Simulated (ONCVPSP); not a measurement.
## Configuration tests for Ge (ONCV)

ONCVPSP 4.0.1 input, shortened (lines: element, Z, core and valence counts, functional; n l f; lmax; l rc ep ncon nbas qcut; lloc lpopt rc5 dvloc0; l nproj debl; icmod fcfact rcfact), PW91, scalar-relativistic:

```
  Ge 32.00    6    2  -109134      upf
    1    0    2.00
    2    0    2.00
    2    1    6.00
    3    0    2.00
    3    1    6.00
    3    2   10.00
    4    0    1.75
    4    1    2.25
    1
    0    1.90    0.00    3    7    4.20
    1    2.30    0.00    4    9    3.20
    4    5    1.20    3.00
    0    2    2.00
    1    3    0.50
    3    2.25    1.30
```

Energies are relative to the spin-unpolarised reference configuration 4s1.75 4p2.25; without spin polarisation the order of configurations can differ from experiment.

| valence configuration | charge | ΔE all-electron (eV) | error AE − PS (meV) |
| --- | --- | --- | --- |
| 4s2 4p2 | 0 | -1.975 | 0.0 |
| 4s1 4p2 | +1 | 14.272 | -10 |

Question: What are ΔE and the potential's error for 4s2 4p0?

Answer: ΔE = 21.052 eV all-electron; the error (AE − PS) is -19 meV.

Question: What are ΔE and the potential's error for 4s2 4p1?

Answer: ΔE = 5.528 eV all-electron; the error (AE − PS) is -0.8 meV.

Levels in the configuration 4s2 4p2:

| level | all-electron (eV) | pseudo (eV) |
| --- | --- | --- |
| 4s | -11.804 | -11.802 |
| 4p | -3.940 | -3.939 |

Note: no bound ghost flagged; GHOST(+) flagged for s at 103.1 eV.
